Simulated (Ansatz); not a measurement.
C3H6Ge, SMILES `C[C]1=[CH][GeH2]1`, relaxed with RKS PBE0-D4/def2-TZVP in Ansatz from a PBE-D4/def2-SVP geometry. The force threshold is 0.005 eV/Å; the program also tests the step.

Charge 0, multiplicity 1.

Start:

```xyz
10

C     0.582    1.364    0.640
C    -0.049    0.122    0.122
C    -1.158   -0.612    0.289
Ge   -0.030   -1.430   -1.044
H     0.770    2.083   -0.185
H     1.572    1.142    1.091
H    -0.052    1.861    1.405
H    -2.071   -0.572    0.906
H     0.817   -2.671   -0.681
H    -0.380   -1.287   -2.543
```

```csv
step,energy (eV),largest force (eV/Å),largest move (Å)
1,-59714.8837,0.797,0.000
2,-59714.9233,0.210,0.029
3,-59714.9268,0.021,0.011
4,-59714.9268,0.012,0.002
5,-59714.9269,0.002,0.002
```

End:

```xyz
10

C     0.576    1.354    0.636
C    -0.046    0.118    0.117
C    -1.142   -0.601    0.286
Ge   -0.033   -1.418   -1.033
H     0.753    2.064   -0.175
H     1.550    1.134    1.081
H    -0.055    1.833    1.391
H    -2.036   -0.550    0.897
H     0.806   -2.651   -0.680
H    -0.374   -1.283   -2.520
```

Hardware: 4 threads of an AMD EPYC 7B13 on a shared host. Wall time 13 s, peak host memory 0.45 GiB.
